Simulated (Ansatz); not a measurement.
`FBS` + CH₃OH → `COBS` + H–F at 600 K and 1 bar (ligand exchange at a B–F bond).

Gas-phase electronic energies from Ansatz, PBE0-D4/def2-TZVP geometries. CCSD(T)/CBS is the MP2 limit (def2-TZVPP, def2-QZVPP) plus CCSD(T) − MP2 in def2-TZVPP, frozen cores. This one scheme is used for every species. Each species was taken in one conformer, which may not be the lowest.

```csv
species,CCSD(T)/CBS energy (Eh),H − E (kJ/mol),S (J/(mol·K))
`FBS`,-523.64132,98.7,314.3
CH₃OH,-115.61712,163.6,277.3
`COBS`,-538.86373,221.3,382.5
H–F,-100.39570,42.3,194.0
```

H − E and S are ideal-gas, rigid-rotor, harmonic terms from PBE0-D4/def2-TZVP, for one conformer and one mirror image of each species. 1 Eh = 2625.50 kJ/mol, R = 8.31446 J/(mol·K).

**Question.** By hand: ΔE, ΔH, ΔS and ΔG.

**Answer.** ΔE = (-538.86373) + (-100.39570) − (-523.64132) − (-115.61712) = -0.00099 Eh = -2.6 kJ/mol. Δ(H − E) = 221.3 + 42.3 − 98.7 − 163.6 = 1.3, so ΔH = -1.3 kJ/mol. ΔS = 382.5 + 194.0 − 314.3 − 277.3 = -15.1 J/(mol·K). ΔG = -1.3 − 600 × (-15.1)/1000 = 7.8 kJ/mol.

**Question.** By hand: the equilibrium constant, and the temperature at which ΔG would vanish if ΔH and ΔS stayed fixed.

**Answer.** log₁₀ K = −ΔG/(RT ln 10) = -0.7. ΔG = 0 at ΔH/ΔS = 86 K, though so small a ΔH makes that figure unsure.

TΔS isn't small against ΔH here. A doubt of 5 kJ/mol in ΔE shifts log₁₀ K by 0.4 here. Other conformers and mirror images would add mixing entropy, several J/(mol·K) or more a flexible species. These are equilibria of isolated gas molecules and say nothing of rates. Largest T1 diagnostic: 0.014 (customary marks: 0.02 for closed shells, 0.045 for open ones).
